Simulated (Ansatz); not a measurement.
Reaction (germylene formation by 1,1-elimination): `[F][GeH2][SH]` → H₂ + `[F][Ge][SH]`

Isolated molecules relaxed with PBE0-D4/def2-TZVP in Ansatz; ΔE leaves out vibrations. CCSD(T)/CBS adds triple-zeta CCSD(T) − MP2 to the extrapolated MP2 energy (def2 sets, frozen cores). This one scheme is used for every species. Functionals use def2-TZVPP. B3LYP here is the variant with VWN-RPA as its local correlation; programs differ in this. HSE06 is defined as in plane-wave codes. For Ge outer-core shells are correlated without core-valence functions, which leaves a few kJ/mol of doubt a bond. Scalar relativity is left out up to krypton. One conformer a species, not always the lowest.

| level | ΔE (kJ/mol) | difference from CCSD(T)/CBS |
| --- | --- | --- |
| LDA (SPW92) | 75.5 | 16.1 |
| r2SCAN-D4 | 62.6 | 3.2 |
| B97M-V | 72.6 | 13.2 |
| B3LYP-D4 | 39.9 | -19.5 |
| r2SCAN0-D4 | 75.9 | 16.5 |
| HSE06-D4 | 66.3 | 6.9 |
| B2PLYP | 53.0 | -6.4 |
| PBE-QIDH | 84.9 | 25.5 |
| revPBE | 28.7 | -30.7 |
| r2SCAN | 62.0 | 2.6 |
| B3LYP | 36.9 | -22.5 |
| r2SCANh | 67.4 | 8.0 |
| CCSD(T)/def2-SVP | 77.1 | 17.7 |
| SCS-MP2/def2-TZVPP | 73.4 | 14.0 |
| CCSD(T)/def2-TZVPP | 73.6 | 14.2 |
| HF/CBS(def2) | 78.9 | 19.5 |
| CCSD(T)/CBS | 59.4 | 0 |

Largest T1 diagnostic among the species: 0.015.

From r2SCAN to r2SCAN0 (25 % exact exchange), in def2-TZVPP and without D4, ΔE moves by +13.2 kJ/mol. Leaving LDA and LC-ωPBE aside and taking each functional with its dispersion term where it has one, the values, not all of them listed here, spread over 68.1 kJ/mol, from BLYP-D4 to PBE-QIDH. LDA lies +34.4 kJ/mol from PBE without D4. At CCSD(T), def2-SVP lies +17.7 kJ/mol from the extrapolated value and def2-TZVPP +14.2 kJ/mol.
